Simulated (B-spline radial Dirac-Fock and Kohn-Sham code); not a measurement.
## 4s photoionisation of Ag⁷⁺ near threshold

System: silver as Ag⁷⁺, configuration [Kr] 4d4. The computed 4s threshold is 229.6 eV; without correlation, outer thresholds are uncertain by 1 to 2 eV. With an open shell the threshold is an average over the terms of the final ion.

Input of the calculation (task.json; shells as n, l, electrons):

```json
{"items": [{
  "Z": 47,
  "q": 7,
  "cfg": [[1, 0, 2], [2, 0, 2], [2, 1, 6], [3, 0, 2], [3, 1, 6], [3, 2, 10], [4, 0, 2], [4, 1, 6], [4, 2, 4]],
  "A": 107,
  "rrms": 4.5454,
  "do": ["binding", "quiet", "photo", "scan"],
  "hv": [29.0, 31.4, 41.4, 53.8, 68.7, 77.9, 82.2, 216.0, 290.0, 493.0, 591.0, 796.0, 959.0, 2640.0, 3740.0, 3810.0, 8670.0, 10300.0, 11900.0, 25900.0, 26400.0, 30500.0, 87800.0, 94000.0]
}]}
```

Command: `python xray_run.py task.json out`

These are calculated numbers from a B-spline atomic structure program; the model is Dirac-Hartree-Slater photoionisation with all multipoles and Dirac-Fock thresholds. Interchannel coupling and autoionising resonances are not included, so magnitudes near threshold are approximate.

```
kinetic energy (eV)  σ (Mb)     β
                1.5   0.170  1.98
                1.9   0.170  1.98
                2.3   0.169  1.98
                2.9   0.169  1.98
                3.7   0.168  1.98
                4.6   0.168  1.98
                5.7   0.167  1.98
                7.2   0.166  1.98
                9.0   0.164  1.98
               11.2   0.162  1.98
               14.0   0.160  1.98
               17.5   0.158  1.98
               21.9   0.155  1.98
               27.4   0.151  1.98
               34.2   0.146  1.98
               42.8   0.140  1.98
               53.5   0.133  1.98
               66.9   0.126  1.98
               83.7   0.117  1.98
              104.7   0.108  1.98
              130.9  0.0965  1.99
              163.6  0.0851  1.99
              204.6  0.0737  1.99
              255.8  0.0626  1.99
              319.9  0.0519  1.99
              400.0  0.0418  1.99
```

The cross section shows no minimum in this range. It is largest at the lowest energy, 0.170 Mb. β stays at 1.98.

Run: 5.8 s of CPU time on 1 thread of Neoverse-N1 (shared host), peak memory 0.33 GiB.
